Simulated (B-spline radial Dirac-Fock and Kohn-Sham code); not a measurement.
**Two-hole binding energies of Lu⁴⁵⁺**

System: lutetium as Lu⁴⁵⁺ in the configuration 1s2 2s2 2p6 3s2 3p6 3d8.

Input of the calculation (task.json; shells as n, l, electrons):

```json
{"items": [{
  "Z": 71,
  "q": 45,
  "cfg": [[1, 0, 2], [2, 0, 2], [2, 1, 6], [3, 0, 2], [3, 1, 6], [3, 2, 8]],
  "A": 175,
  "rrms": 5.37,
  "do": ["binding", "quiet", "double"]
}]}
```

Launch: `python xray_run.py task.json out`

Level of theory: Dirac-Fock (average of configuration) total-energy differences with a finite nucleus, the Breit interaction including its frequency dependence, and self-energy and vacuum-polarisation corrections; a radial finite-basis atomic code. U is the two-hole binding energy less the two single-hole energies, the effective repulsion of the holes after relaxation. Each two-hole energy is an average over J within one jj subconfiguration.

```csv
holes,E(a) (eV),E(b) (eV),E(ab) (eV),U (eV)
1s⁻²,65776.4,65776.4,132932.8,1380.0
1s⁻¹ 2p1/2⁻¹,65776.4,12765.5,78997.1,455.2
1s⁻¹ 3p3/2⁻¹,65776.4,4229.7,70168.7,162.6
2s⁻²,13278.5,13278.5,26831.8,274.8
2s⁻¹ 2p1/2⁻¹,13278.5,12765.5,26309.4,265.5
2s⁻¹ 2p3/2⁻¹,13278.5,11652.2,?,?
2p1/2⁻¹ 2p3/2⁻¹,12765.5,11652.2,24715.1,297.4
2p3/2⁻²,11652.2,11652.2,23594.0,289.6
2s⁻¹ 3p1/2⁻¹,13278.5,4488.0,17914.4,147.9
2s⁻¹ 3p3/2⁻¹,13278.5,4229.7,17649.0,140.8
2p1/2⁻¹ 3s⁻¹,12765.5,4707.3,17616.6,143.8
3p1/2⁻²,4488.0,4488.0,9096.5,120.5
3p1/2⁻¹ 3p3/2⁻¹,4488.0,4229.7,8828.4,110.7
3p3/2⁻²,4229.7,4229.7,8569.1,109.7
```

Q: Give the missing two-hole energy and U.

A: E(ab) = 25183.4 eV and U = 252.7 eV.
